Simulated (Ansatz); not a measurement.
Frontier orbitals of `F[C]1=[CH][GeH2]1`.

The species carries charge 0 and has multiplicity 1. Correlated methods include outer-core shells of Ge, which these sets cover unevenly. Scalar relativity is left out up to krypton. All single points use the PBE0-D4/def2-TZVP geometry. Basis def2-TZVPP, Ansatz 0.2.0.

```
functional  HOMO (eV)  LUMO (eV)  gap (eV)
       PBE      -6.55      -1.14      5.41
    r2SCAN      -6.81      -0.93      5.88
      PBE0      -7.73      -0.30      7.43
   r2SCAN0      -7.90      -0.19      7.71
     BHLYP      -8.81       0.54      9.35
 CAM-B3LYP      -9.04       0.70      9.74
   ωB97X-V     -10.00       1.75     11.75
   ωB97M-V      -9.87       1.56     11.43
```

From PBE to PBE0 the HOMO moves by −1.18 eV and the LUMO by +0.84 eV, and with ωB97M-V by −3.33 and +2.70 eV, so the gap grows from 5.41 to 11.44 eV with exact exchange. A positive LUMO is unbound and depends on the basis.
